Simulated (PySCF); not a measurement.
CHO3 (SMILES O=C([O-])O), charge -1, singlet, at the geometry optimised at the base level (in this run its highest filled SCF level lies above zero, so its values depend strongly on the basis, on diffuse functions most of all); PBE/3-21G, frequencies run with PySCF.

Here is a job for PySCF.
```python
from pyscf import gto, scf, dft
from pyscf.hessian import thermo

mol = gto.Mole()
mol.atom = '''
    O     1.173339   -0.625284    0.072450
    C    -0.186921    0.046105   -0.012590
    O    -0.093626    1.324497    0.019192
    O    -1.156227   -0.760563   -0.098368
    H     1.733642    0.214171    0.129345
'''
mol.basis = '3-21g'
mol.charge = -1
mol.spin = 0
mol.verbose = 3
mol.build()

mf = dft.RKS(mol)
mf.xc = 'pbe'
mf.kernel()
hess = mf.Hessian().kernel()
freq = thermo.harmonic_analysis(mf.mol, hess)
print('frequencies / cm-1', freq['freq_wavenumber'].round(1))
th = thermo.thermo(mf, freq['freq_au'], 200, 101325)
thermo.dump_thermo(mf.mol, th)
```

Task: Write the output that PySCF gives for this input, abridged.

Result: 
```
converged SCF energy = -262.667582218194
frequencies / cm-1 [ 464.9  519.7  576.7  745.2  811.5 1114.2 1229.4 1763.4 3296.1]
temperature 200.0000 [K]
pressure 101325.00 [Pa]
Rotational constants [GHz] 11.60721 10.67854 5.56176
Symmetry number 1
Zero-point energy (ZPE) 0.02397 [Eh]   62929.525 [J/mol]
                           tot       elec      trans        rot        vib
Entropy [J/mol/K]       249.142      0.000    151.719     94.012      3.412
Cv [J/mol/K]             35.940      0.000     12.472     12.472     10.997
Cp [J/mol/K]             44.255      0.000     20.786     12.472     10.997
Internal energy [J/mol]                      2494.338   2494.338  63472.121
Internal energy [Eh]   -262.64151  -262.66758
Enthalpy [J/mol]                             4157.230   2494.338  63472.121
Enthalpy [Eh]          -262.64087
Gibbs free energy [J/mol]                  -26186.601 -16308.014  62789.817
Gibbs free energy [Eh] -262.65985
```
